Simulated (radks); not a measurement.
The numbers below are computed, except where a source is named.
Q: Isoelectronic series with 6 electrons, all held in the configuration [He] 2s2 2p2, which need not be the ground one along the series. Level of theory: scalar-relativistic Kohn-Sham, PBEsol, spin-polarised, spherical densities, finite nucleus; open shells are filled with parallel spins first; Fermi nuclear charge, rms radius of each element as measured or else 0.836 A^(1/3) + 0.57 fm (a radial shooting solver on a logarithmic mesh with Libxc functionals). Total energies (hartree) and mean radii <r> (bohr) (* marks an orbital that is empty in some or all of the ions):

ion,E (hartree),2p down*,2p up,2s down
C,-37.63994,1.940,1.744,1.614
N+,-53.81312,1.325,1.252,1.271
O2+,-73.00679,1.029,0.9877,1.046
F3+,-95.21884,0.8454,0.8189,0.8889
Ne4+,-120.45056,0.7192,0.7005,0.7730
Mg6+,-179.98544,0.5553,0.5445,0.6132
Si8+,-251.64507,0.4528,0.4458,0.5081
P9+,-292.03518,0.4147,0.4088,0.4680
S10+,-335.47385,0.3825,0.3775,0.4337

Estimate the row of Al7+.

A: E (hartree) -214.29711; 2p down* 0.4988; 2p up 0.4902; 2s down 0.5557.
